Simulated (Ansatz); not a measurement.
The lowest singlet and triplet of AlCl (SMILES [Al][Cl]); geometries from B3LYP-D3(BJ)/def2-TZVP, each state relaxed from the structure named, with no frequency check.
Singlet (charge 0, multiplicity 1):
```xyz
2

Al     0.0000     0.0000    -1.2241
Cl     0.0000     0.0000     0.9361
```
Triplet (charge 0, multiplicity 3):
```tsv
atom	x (Å)	y (Å)	z (Å)
Al	0.0000	0.0000	-1.2044
Cl	0.0000	0.0000	0.9210
```

A positive gap puts the triplet lower; no zero-point energy. R- takes a restricted singlet. U- takes an unrestricted singlet (broken symmetry where lower, unprojected). The triplet is unrestricted in single-reference levels. Active spaces average the two states.

Frozen-core correlation.

The values were computed with Ansatz (a program for electronic structure) with Gaussian orbitals. Values without a source in brackets are computed.

```
level                                    gap E(singlet) − E(triplet), adiabatic (kJ/mol)
---------------------------------------  -----------------------------------------------
U-HF/cc-pV(D+d)Z                                                                  -210.5
U-B3LYP/def2-TZVPP                                                                     ?
U-PBE0/def2-TZVPP                                                                 -270.1
U-MP2/cc-pV(D+d)Z                                                                 -267.1
R-MP2/cc-pV(Q+d)Z                                                                 -269.9
U-SCS-MP2/cc-pV(D+d)Z                                                             -280.6
R-CCSD/cc-pV(Q+d)Z                                                                -282.9
U-CCSD/cc-pV(Q+d)Z                                                                -282.9
SC-NEVPT2 on SA-CASSCF(2,3)/cc-pV(Q+d)Z                                           -286.3
```

**Question.** Complete the blanks.

**Answer.** 
- U-B3LYP/def2-TZVPP, gap E(singlet) − E(triplet), adiabatic (kJ/mol): -293.6
